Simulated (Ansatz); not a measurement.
```xyz
8

C    -0.721   -0.365   -0.796
Mo    0.600    0.302    0.666
S     2.484    0.087   -0.208
S     0.153    2.330    0.875
Cl    0.348   -0.872    2.554
H    -0.634    0.186   -1.733
H    -0.498   -1.423   -0.968
H    -1.730   -0.244   -0.390
```

Charge 0, multiplicity 1. Mo takes the def2 core potential.

Q: List the r2SCAN/def2-TZVPP orbital energies in eV (Ansatz). (Best estimate.)

A: Ansatz gave: Occupied: -2753.95, -2409.44, -2409.44, -273.52, -255.33, -213.88, -213.88, -193.82, -193.76, -193.73, -157.90, -157.90, -157.86, -157.86, -157.82, -157.82, -70.82, -43.97, -43.89, -43.74, -21.51, -18.48, -17.87, -17.62, -11.19, -11.13, -10.51, -9.71, -9.50, -9.20, -8.71, -8.51, -8.16, -7.83, -7.56, -6.66. Lowest empty: -4.29, -3.93, -2.90, -2.44, -1.96, 0.18, 1.35, 1.55.
